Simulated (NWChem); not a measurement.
Molecule: C5H3F; SMILES C#CC=C=CF

All runs: NWChem. The geometry was optimised at PBE0/def2-SVP. LC-ωPBE (HJS hole) with def2-SVP; x = 1 − exp(−ω/0.25 bohr⁻¹) is a scale chosen for this fit.

```
row           x  −ε(HOMO) (eV)
--------  -----  -------------
ω = 0.10  0.330           7.76
ω = 0.30  0.699       withheld
ω = 0.50  0.865          10.41
ω = 0.60  0.909          10.62
```

Task: Fit a straight line of the last column on the one before it, predict the withheld value, and compare with the run.

Result: 
1. Means of the 3 shown rows: x = 0.7013, y = 9.597. Slope Σ(x − x̄)(y − ȳ)/Σ(x − x̄)² = 1.028/0.2078 = 4.945; intercept 6.129.
2. The shown rows scatter about the line by 0.003 (root mean square); the largest residual is 0.00, at ω = 0.60.
3. At x = 0.699 (ω = 0.30; inside the shown range) the line gives 9.59.
4. The run gives 9.57, -0.02 from the line.
